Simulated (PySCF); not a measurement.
Cost of excited-state runs on `C=CC[P@@](=O)(O)C=C`, C₅H₉O₂P

Geometry:
```tsv
atom	x (Å)	y (Å)	z (Å)
C1	3.042	0.611	0.353
C2	1.896	0.421	1.011
C3	0.798	-0.497	0.574
P4	-0.695	0.448	0.119
O5	-1.132	1.454	1.129
O6	-0.273	1.089	-1.324
C7	-1.962	-0.756	-0.311
C8	-3.123	-0.738	0.351
H9	3.271	0.076	-0.577
H10	3.798	1.313	0.725
H11	1.699	0.988	1.930
H12	0.494	-1.172	1.397
H13	1.100	-1.118	-0.288
H14	-0.374	2.055	-1.301
H15	-1.765	-1.477	-1.115
H16	-3.297	0.001	1.144
H17	-3.931	-1.444	0.121
```

PySCF with density fitting, on 1 thread of an Arm Neoverse V2, shared host. Command: `OMP_NUM_THREADS=1 python excited_run.py task.json out`

**Question.** How long does each of these runs take, and how much memory?
- excited-state relaxation, PBE0/def2-SV(P); state S1; TDA; grid level 1
- excited-state relaxation, PBE0/def2-SV(P); state T1; UKS; grid level 1

**Answer.** 
```
                     run            level  basis functions  wall time  peak memory (GiB)
excited-state relaxation  PBE0/def2-SV(P)              134    4.2 min               0.94
excited-state relaxation  PBE0/def2-SV(P)              134    5.1 min               0.68
```
Times from a shared host are rough.
